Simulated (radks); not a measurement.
Q: The mean radii <r> (bohr) of the occupied orbitals of an atom or ion are listed with their occupations. Method: Dirac Kohn-Sham, PBE, spin-unpolarised, spherical densities, point nucleus; computed with a radial shooting solver on a logarithmic mesh with Libxc functionals.

orbital     occ.      <r>
1s1/2          2  0.01803
2s1/2          2  0.07556
2p1/2          2  0.06245
2p3/2          4  0.07053
3s1/2          2   0.1968
3p1/2          2   0.1869
3p3/2          4   0.2018
3d3/2          4   0.1764
3d5/2          6   0.1809
4s1/2          2   0.4388
4p1/2          2   0.4429
4p3/2          4   0.4752
4d3/2          4   0.4870
4d5/2          6   0.4976
5s1/2          2   0.9342
4f5/2    5.57143   0.5319
4f7/2    7.42857   0.5376

Name the element and its charge. Open shells, if any, are shared by 2j + 1.

A: Z = 75, rhenium, charge +14: Re14+ in [Kr] 4d10 4f13 5s2. The 1s radius gives Z: for a bare nucleus <r> = (2 gamma + 1)/(2Z) with gamma = sqrt(1 - (Z/c)^2), 0.01783 bohr for Z = 75, and screening makes it slightly larger (0.01803 here). The occupations add up to 61, and the charge is Z minus that.
